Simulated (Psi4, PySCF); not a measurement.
Here is a job for Psi4.
```
memory 2 GB

molecule {
1 2
  F    -0.00000000   -0.00000000   -0.10443316
  H     0.00000000    0.00000000    0.93989843
}

set basis 6-31g**
set reference uhf
set freeze_core true
set mp2_type conv
set scf_type pk
set puream true
set d_convergence 1e-8

energy('ccsd(t)')
print_variables()
```

Task: Give the equivalent PySCF input.

Result: Several could match; the one computed here: 
```python
from pyscf import gto, scf, cc

mol = gto.M(
    atom='''
F    -0.00000000   -0.00000000   -0.10443316
H     0.00000000    0.00000000    0.93989843
''',
    basis='6-31g**',
    charge=1,
    spin=1,
    verbose=4,
)

mf = scf.UHF(mol)
mf.kernel()

mycc = cc.CCSD(mf, frozen=1)
mycc.kernel()
et = mycc.ccsd_t()
print('E(CCSD(T)) = %.10f' % (mycc.e_tot + et))
```

Both were run: Psi4 gave -99.636008 Eh and PySCF -99.636008 Eh, 0.000 mEh apart.
